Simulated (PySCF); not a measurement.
**Stretching LiZn**

Set-up: Li def2-SVPD, Zn def2-SVPD; no relativity (PySCF 2.14). Energies in eV from Li + Zn in their ground configurations at the same level. State: ²Σ⁺ (doublet), unpaired electrons σ ↑.

All columns are r²SCAN. A positive dipole means Li(−)Zn(+).

```json
{"R (Å)": "2.491", "E (eV)": "-0.276", "μ (D)": "-0.77", "Mulliken charge on Li (basis-dependent)": "-0.04", "HOMO (eV)": "-2.95", "LUMO (eV)": "-1.84", "Mayer bond order": "0.85", "⟨S²⟩": "0.76"}
{"R (Å)": "2.607", "E (eV)": "-0.330", "μ (D)": "-0.83", "Mulliken charge on Li (basis-dependent)": "-0.04", "HOMO (eV)": "-2.99", "LUMO (eV)": "-1.78", "Mayer bond order": "0.79", "⟨S²⟩": "0.76"}
{"R (Å)": "2.723", "E (eV)": "-0.355", "μ (D)": "-0.87", "Mulliken charge on Li (basis-dependent)": "-0.03", "HOMO (eV)": "-3.02", "LUMO (eV)": "-1.73", "Mayer bond order": "0.74", "⟨S²⟩": "0.76"}
{"R (Å)": "2.810", "E (eV)": "-0.360", "μ (D)": "-0.89", "Mulliken charge on Li (basis-dependent)": "-0.02", "HOMO (eV)": "-3.04", "LUMO (eV)": "-1.70", "Mayer bond order": "0.69", "⟨S²⟩": "0.76"}
{"R (Å)": "2.897", "E (eV)": "-0.358", "μ (D)": "-0.91", "Mulliken charge on Li (basis-dependent)": "-0.01", "HOMO (eV)": "-3.06", "LUMO (eV)": "-1.67", "Mayer bond order": "0.65", "⟨S²⟩": "0.76"}
{"R (Å)": "2.984", "E (eV)": "-0.349", "μ (D)": "-0.92", "Mulliken charge on Li (basis-dependent)": "0.00", "HOMO (eV)": "-3.08", "LUMO (eV)": "-1.68", "Mayer bond order": "0.61", "⟨S²⟩": "0.76"}
{"R (Å)": "3.100", "E (eV)": "-0.331", "μ (D)": "-0.92", "Mulliken charge on Li (basis-dependent)": "0.00", "HOMO (eV)": "-3.10", "LUMO (eV)": "-1.70", "Mayer bond order": "0.56", "⟨S²⟩": "0.76"}
{"R (Å)": "3.245", "E (eV)": "-0.302", "μ (D)": "-0.92", "Mulliken charge on Li (basis-dependent)": "0.01", "HOMO (eV)": "-3.13", "LUMO (eV)": "-1.70", "Mayer bond order": "0.49", "⟨S²⟩": "0.76"}
{"R (Å)": "3.418", "E (eV)": "-0.264", "μ (D)": "-0.89", "Mulliken charge on Li (basis-dependent)": "0.02", "HOMO (eV)": "-3.16", "LUMO (eV)": "-1.70", "Mayer bond order": "0.42", "⟨S²⟩": "0.76"}
{"R (Å)": "3.650", "E (eV)": "-0.211", "μ (D)": "-0.85", "Mulliken charge on Li (basis-dependent)": "0.03", "HOMO (eV)": "-3.19", "LUMO (eV)": "-1.69", "Mayer bond order": "0.34", "⟨S²⟩": "0.76"}
```

A fit through these points gives, at Re = 2.821 Å, μ = -0.90 D and dμ/dR = -0.197 D/Å; the reduced mass is 6.322 u.

Problem. How strong is the fundamental in the double-harmonic approximation, I = 42.26·(dμ/dR)²/μred km/mol?

Solution. I = 42.26·(-0.197)²/6.322 = 0.259 km/mol at r²SCAN.

The bond is weak. Basis-set superposition, not corrected here, can be much of De in a small basis, most of all at correlated wavefunction levels. Functionals without a dispersion term scatter widely for such bonds, and LDA overbinds them. The state was picked by a PBE0 search and need not be the measured ground state.
